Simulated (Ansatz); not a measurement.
System: ZnH2, net charge 0, triplet state. The spin state was set by rule; other spins were not relaxed. 
Coordinates optimised at B3LYP-D3(BJ)/def2-TZVP (Ansatz, a program for electronic structure):
```
Zn
H 1 1.7316
H 1 1.7316 2 64.45
```
Charge 0, spin multiplicity 3.

Total electronic energies in hartree. Cores are frozen in the correlated levels unless marked. UHF or UKS for open shells. Spin-orbit coupling is left out. The frozen core is the preceding noble-gas configuration, with the filled d and f shells of earlier blocks. Non-relativistic. CBS marks a two-point X^-3 extrapolation of the correlation energy; Hartree-Fock from the larger set. [CCSD(T)-MP2]/basis is that difference in the basis named.

| level | program | energy (Eh) |
|---|---|---|
| PBE0/def2-QZVPP | Ansatz | -1780.24079 |
| LC-wPBE-D4/def2-TZVPD | Ansatz + dftd4 | -1780.21975 |
| RI-MP2/def2-TZVPP | Ansatz | -1779.33639 |
| SCS-MP2/def2-QZVPP | Ansatz | -1779.35693 |
| CCSD/6-31G | Ansatz | -1778.70743 |
| CCSD/def2-QZVPPD | Ansatz | -1779.37705 |
| CCSD(T)/def2-TZVPPD | Ansatz | -1779.31855 |
| RI-MP2/CBS(def2-TZVPP,def2-QZVPP)+[CCSD(T)-MP2]/def2-TZVPP | Ansatz | -1779.4192 |
| CCSD(T)/CBS(def2-TZVPPD,def2-QZVPPD) | Ansatz | -1779.4198 |

Totals of different functionals don't rank their quality; only differences between species are comparable.
